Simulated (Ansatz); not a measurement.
Ansatz (a program for electronic structure) input (CCSD(T)/def2-SVPD):

Ansatz 0.2 input:
```yaml
crystal:
  periodic: [false, false, false]
  atoms:
    - {symbol: Te, position_ang: [0.00129079, -0.00659819, 0.60010773]}
    - {symbol: Cl, position_ang: [1.14684211, 1.38510426, -0.90516458]}
    - {symbol: Cl, position_ang: [-1.15079041, -1.36492156, -0.93045908]}
basis:
  gaussian:
    orbitals: def2-SVPD
total_charge: 1
magnetization: {spin_polarized: true, initial_magnetization: 1}
correlation: {method: ccsd_t, electrons: outside_noble_gas}
```

End of the output:

```
integrals: 0.16 GiB planned
934 factors; integrals over basis functions are off by at most 1.8e-4 eV
mean field: 0.49 GiB planned
mean field evaluation 1: about -32254.0207 eV, gradient 2.0e1 eV
mean field evaluation 2: about -32254.1395 eV, gradient 2.0e1 eV
mean field evaluation 4: about -32257.0679 eV, gradient 1.7e0 eV
mean field evaluation 8: about -32257.1478 eV, gradient 3.2e-1 eV
mean field evaluation 16: about -32257.1534 eV, gradient 7.2e-6 eV
mean field evaluation 32: about -32253.9510 eV, gradient 2.3e0 eV
mean field evaluation 64: about -32252.5078 eV, gradient 1.3e-3 eV
mean field evaluation 96: about -32254.0630 eV, gradient 2.1e-3 eV
mean field -32257.15343100 eV, -1185.4285239053 hartree, gradient 7.1e-6 eV, S^2 0.765669; 2 other end points of the search recorded, 0 dependent functions left out
determinant -32257.15343100 eV, -1185.4285239053 hartree, with singles and doubles -32268.26079376 eV, -1185.8367119580 hartree
determinant -32254.14199971 eV, -1185.3178558468 hartree, with singles and doubles -32265.26880574 eV, -1185.7267584264 hartree
determinant -32254.06298108 eV, -1185.3149519657 hartree, with singles and doubles -32265.14954714 eV, -1185.7223757534 hartree
19 core orbitals not correlated
reference -32257.15343100 eV, -1185.4285239053 hartree; 10, 9 occupied and 60, 61 virtual orbitals, 934 factors
second order -10.20912338 eV of doubles, -0.00000000 eV of singles
coupled cluster: 0.41 GiB planned
cycle   1  -11.10449217 eV  change   -1.9e-1 eV  update   2.3e-2
cycle   2  -11.12140328 eV  change   -1.7e-2 eV  update   5.6e-3
cycle   3  -11.12310803 eV  change   -1.7e-3 eV  update   2.6e-3
cycle   4  -11.12404846 eV  change   -9.4e-4 eV  update   8.6e-4
cycle   5  -11.12412599 eV  change   -7.8e-5 eV  update   5.2e-4
cycle   6  -11.12451204 eV  change   -3.9e-4 eV  update   2.5e-4
cycle   7  -11.12456232 eV  change   -5.0e-5 eV  update   9.6e-5
cycle   8  -11.12458197 eV  change   -2.0e-5 eV  update   3.1e-5
cycle   9  -11.12458670 eV  change   -4.7e-6 eV  update   1.3e-5
perturbative correction -0.42510143 eV, -0.0156221893 hartree
Total energy: -32268.70311912 eV, -1185.8529671152 hartree
```

This state (charge 1, doublet) is run at the relaxed geometry of the species with charge 0 and multiplicity 1.
